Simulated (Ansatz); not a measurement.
GeH₆O₂Si, SMILES `[OH][GeH]([OH])[SiH3]`. Total charge 0; spin multiplicity 1. Correlated methods include outer-core shells of Ge, which these sets cover unevenly. Scalar relativity is left out up to krypton.

```xyz
10

O    -0.437    1.098    1.783
Ge    0.511    0.746    0.315
O     0.094    1.896   -0.982
Si    0.077   -1.494   -0.416
H    -1.351    0.813    1.727
H     1.948    1.112    0.698
H    -0.744    1.705   -1.408
H     0.407   -2.465    0.658
H     0.869   -1.805   -1.634
H    -1.372   -1.605   -0.741
```

(1) Give the diagnostics of a CCSD(T)/def2-TZVPP run (frozen core, the Gaussian-basis code of Ansatz). (An estimate is asked.)

Answers

(1) The calculation gave: T1 = 0.0128, largest single amplitude 0.025, largest double 0.021, (T) share of the correlation energy 3.4 %, 9 CCSD cycles. The RHF solution is stable towards an unrestricted one. T1 lies under the customary mark of 0.02 for closed shells.
